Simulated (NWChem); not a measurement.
# C$_{2}$H$_{5}$ClOSi; SMILES Cl[Si@@H]1CCO1

```xyz
10

Cl    -0.0160    -1.8871    -0.3818
Si    -0.0287    -0.0624     0.6147
C     -1.1461     1.2744    -0.1096
C      0.2096     1.9452    -0.4685
O      1.1807     1.0130     0.1015
H      0.0002    -0.3886     2.0757
H     -1.7627     1.8418     0.6142
H     -1.7703     0.9822    -0.9748
H      0.3751     2.0407    -1.5634
H      0.3422     2.9466    -0.0059
```
Atoms are numbered in this order, from 1.

Computed with NWChem. All runs use the structure optimised with PBE-D3(BJ)/def2-SVP. Level: M06-2X/def2-SVP with SMD (1 M gas to 1 M solution), gas-phase geometry. Reactions with the solvent are ignored.

```csv
solvent,dielectric constant,solvation free energy (kcal/mol),cavity-dispersion-structure term (kcal/mol),dipole in solution (D)
water,78.4,-3.1,2.4,3.36
cyclohexane,2.02,…,…,…
"N,N-dimethylformamide",37.2,-4.7,-1.3,3.19
toluene,2.37,-4.2,-2.3,2.89
1-propanol,20.5,-5.6,-0.7,3.29
```

Problem. Some entries are withheld; supply them.

Solution. 
- cyclohexane, solvation free energy (kcal/mol): -3.5
- cyclohexane, cavity-dispersion-structure term (kcal/mol): -1.8
- cyclohexane, dipole in solution (D): 2.84
